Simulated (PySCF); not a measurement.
## Ionisation energy of Si⁺ by level of theory

Si⁺ [Ne] 3s2 3p1 (2P) → Si²⁺ [Ne] 3s2 (1S), as a difference of total energies. Computed with PySCF 2.14 in x2c-SVPall (4s3p1d, 18 functions), with scalar relativity by spin-free X2C-1e. Correlated levels: valence: [Ne] frozen. The calculations carry no spin-orbit coupling.

```
           method  ionisation energy (eV)
              UHF                  15.789
             MN15                  16.163
             PBE0                  16.412
    MP2 (valence)                  15.950
SCS-MP2 (valence)                  15.932
   CCSD (valence)                  16.046
CCSD(T) (valence)                  16.064
```

Question: How much does correlation contribute at CCSD(T) (valence)?

Answer: 16.064 − (15.789) = 0.275 eV, measured against UHF.

Errors of the correlated levels include the incompleteness of this basis and the frozen core.

For comparison: 16.322 eV (measured; NIST levels, between the centres of gravity of the two terms).
